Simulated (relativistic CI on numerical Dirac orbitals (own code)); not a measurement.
Mo⁴⁺: resonant inelastic scattering at the L2,3 edge

Computed with this model: Dirac-Coulomb-Breit CI, orbitals from a KLI potential per configuration, model QED, Kramers-Heisenberg scattering through one core-hole configuration in a parametric crystal field, unscaled Slater integrals; configurations [Kr] 4d2 → [He] 2s2 2p5 3s2 3p6 3d10 4s2 4p6 4d3; 300 K; core-hole width 1.6 eV; summed over polarisations. Incident energies are the highest absorption maxima for each field (at most a few, so the weaker spin-orbit partner edge can be absent), on the computed scale of the free ion. Intensities are in per cent of the strongest line above 0.02 eV; levels within 1 cm⁻¹ are merged; final levels count from the ground level, the first row holds all elastic scattering, lines under 0.4 are left out and each table stops after 24 rows. The scale of the Slater integrals is a model choice and moves the terms in proportion.

Field parameters in Wybourne normalisation: D3d B²₀ = −7Dσ, B⁴₀ = −14Dq − 21Dτ, B⁴₃ = −14√(10/7) Dq. The field is a parameter set, without covalency, and values of 10Dq over about 45,000 cm⁻¹ lie beyond real compounds.

S is read from ⟨S²⟩ = S(S + 1).

D3d, 10Dq = 46350, Dσ = -1200, Dτ = -220 cm⁻¹:

| Final level (eV) | Degeneracy | Irrep | S | 2526.4 eV | 2530.3 eV | 2531.8 eV |
| --- | --- | --- | --- | --- | --- | --- |
| 0.000 | 1 | A1 | 1.00 | 1166.5 | 1139.2 | 1755.5 |
| 0.007 | 2 | E | 1.00 | 16.3 | 8.9 | 6.4 |
| 0.513 | 2 | E | 1.00 | 100.0 | 53.0 | 36.5 |
| 0.591 | 2 | E | 1.00 | 54.8 | 59.6 | 43.0 |
| 0.654 | 1 | A2 | 1.00 | 3.0 | 22.6 | 16.2 |
| 0.662 | 1 | A1 | 1.00 | 9.4 | 19.5 | 13.9 |
| 1.547 | 2 | E | 0.01 | 40.8 | 7.3 | 17.7 |
| 2.152 | 1 | A1 | 0.01 | 39.9 | 2.1 | 1.9 |
| 2.157 | 2 | E | 0.01 | 38.7 | 2.8 | 6.3 |
| 4.199 | 1 | A1 | 0.01 | 3.7 | 3.7 | 3.0 |
| 5.571 | 1 | A2 | 1.00 | 4.8 | 54.3 | 25.2 |
| 5.574 | 2 | E | 1.00 | 8.0 | 97.9 | 64.4 |
| 5.782 | 1 | A1 | 1.00 | 3.4 | 63.6 | 41.9 |
| 5.785 | 1 | A2 | 1.00 | 2.6 | 48.3 | 25.0 |
| 5.820 | 2 | E | 1.00 | 5.0 | 89.3 | 49.7 |
| 5.856 | 2 | E | 1.00 | 2.5 | 52.8 | 34.1 |
| 6.867 | 1 | A1 | 0.99 | 1.4 | 27.0 | 21.9 |
| 6.877 | 2 | E | 1.00 | 2.3 | 41.9 | 38.4 |
| 7.277 | 1 | A1 | 0.76 | 0.9 | 8.1 | 27.8 |
| 7.302 | 1 | A2 | 0.99 | 0.5 | 9.8 | 26.0 |
| 7.318 | 2 | E | 0.88 | 1.0 | 21.8 | 53.6 |
| 7.348 | 2 | E | 0.98 | 1.3 | 25.0 | 67.0 |
| 7.387 | 1 | A1 | 0.46 | 0.7 | 6.5 | 22.6 |
| 7.485 | 2 | E | 0.31 | 1.0 | 6.7 | 31.6 |

D3d, 10Dq = 46350, Dσ = -860, Dτ = -220 cm⁻¹:

```csv
Final level (eV),Degeneracy,Irrep,S,2526.4 eV,2530.2 eV,2531.7 eV
0.000,1,A1,1.00,1109.3,1063.6,1650.1
0.007,2,E,1.00,17.4,8.1,6.1
0.412,2,E,1.00,100.0,49.7,37.5
0.491,2,E,1.00,52.7,56.1,43.3
0.551,1,A2,1.00,2.6,20.9,16.6
0.562,1,A1,1.00,9.1,18.2,13.5
1.559,2,E,0.01,40.4,7.0,15.8
2.050,2,E,0.01,40.3,2.6,5.9
2.079,1,A1,0.01,37.2,1.8,1.7
4.060,1,A1,0.01,4.5,4.1,3.2
5.542,1,A2,1.00,4.4,53.1,26.6
5.546,2,E,1.00,7.4,93.1,65.6
5.719,1,A1,1.00,3.2,58.1,38.0
5.723,1,A2,1.00,2.3,42.9,21.8
5.755,2,E,1.00,4.6,82.6,48.1
5.788,2,E,1.00,2.3,48.7,33.1
6.855,1,A1,0.99,1.3,24.5,21.6
6.866,2,E,1.00,2.2,37.7,37.4
7.168,1,A1,0.92,0.9,9.9,31.2
7.175,1,A2,1.00,0.5,10.2,26.3
7.201,2,E,0.96,1.0,22.7,58.7
7.226,2,E,0.98,1.3,24.4,66.9
7.335,1,A1,0.22,0.7,4.5,18.7
7.440,2,E,0.16,1.1,5.7,29.2
```

For the first field the strongest loss at the lowest incident energy is the level at 0.51 eV (S = 1.00, against 1.00 in the thermal ground state). Levels of other spin, the first over 8 % at 1.55 eV, appear because spin-orbit coupling of the core hole, and in heavier ions of the valence shell too, mixes spins.
